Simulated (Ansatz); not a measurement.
**A geometry optimisation of BFH3NO2 with B3LYP-D3(BJ)/def2-SVP**

The starting geometry of this gas-phase singlet was optimised with GFN2-xTB.

```xyz
8

B    -1.6431    1.5005    1.1247
F    -0.4341    1.7820    1.6818
N    -1.3724    0.8348   -0.4126
O    -1.9599    2.1046   -0.1033
O    -2.5703    0.8617    1.8832
H    -0.5215    0.9861   -0.9490
H    -2.0597    0.2610   -0.8942
H    -2.2417    0.5493    2.7248
```

Q: Predict what it relaxes into with B3LYP-D3(BJ)/def2-SVP.

A: A bond breaks, leaving `NOB(O)F`. Contacts that open: B1–N3 (1.70 → 2.37 Å).

The energy falls by 0.40 eV over 23 steps:

| step | E − E(last) (eV) |
| --- | --- |
| 1 | 0.402 |
| 3 | 0.348 |
| 6 | 0.289 |
| 8 | 0.251 |
| 11 | 0.112 |
| 13 | 0.020 |
| 16 | 0.001 |
| 18 | 0.000 |
| 21 | 0.000 |
| 23 | 0.000 |

Final geometry (Å):

| atom | x (Å) | y (Å) | z (Å) |
| --- | --- | --- | --- |
| B | -1.7081 | 1.1668 | 1.3995 |
| F | -0.4460 | 0.9659 | 1.7832 |
| N | -1.0365 | 0.9366 | -0.8569 |
| O | -2.0872 | 1.1681 | 0.0899 |
| O | -2.6829 | 1.3823 | 2.3174 |
| H | -1.1081 | 1.7411 | -1.4869 |
| H | -1.3903 | 0.1510 | -1.4109 |
| H | -2.3434 | 1.3681 | 3.2203 |

Frequencies at the end are all real (lowest 68 cm⁻¹). Run with Ansatz 0.2.0, 2.4 min on 1 thread of AMD EPYC (Zen 3), with other jobs on the host.
